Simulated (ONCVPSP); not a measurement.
u(r) = r·R(r): atom against pseudo-atom (C)

Columns: radius, all-electron u(r) and pseudo u(r) of the 2s shell (level -13.75 eV) of carbon in the configuration [He] 2s2 2p2; PBE, scalar-relativistic, ONCV scheme, ONCVPSP 4.0.1.

```
r (bohr)  all-electron  pseudo
   0.072       -0.2871  0.0522
   0.145       -0.3497  0.1067
   0.217       -0.2910  0.1628
   0.290       -0.1714  0.2220
   0.362       -0.0297  0.2816
   0.435        0.1175  0.3419
   0.507        0.2549  0.4003
   0.580        0.3801  0.4583
   0.652        0.4874  0.5148
   0.725        0.5793  0.5722
   0.798        0.6545  0.6295
   0.870        0.7129  0.6845
   0.942        0.7570  0.7347
   1.015        0.7886  0.7763
   1.088        0.8087  0.8047
   1.160        0.8187  0.8184
   1.232        0.8205  0.8205
   1.305        0.8153  0.8153
   1.378        0.8042  0.8042
   1.450        0.7887  0.7887
   1.522        0.7695  0.7695
   1.595        0.7471  0.7471
   1.668        0.7225  0.7225
   1.740        0.6966  0.6966
   1.812        0.6697  0.6697
   1.885        0.6417  0.6418
```

Task: How many radial nodes do the two functions have?

Result: The all-electron 2s function has n − l − 1 = 1; the pseudo-wave has 0, since the states of the same l below it are removed with the core.

Task: At about which radius was the pseudo-wave matched?

Result: 1.20 bohr, where the columns begin to agree (steps of 0.07 bohr).

Task: Is the pseudo-wave norm-conserving?

Result: Yes: the ONCV scheme keeps the norm inside the radius equal to the all-electron one, which fixes the energy derivative of the logarithmic derivative at the level.
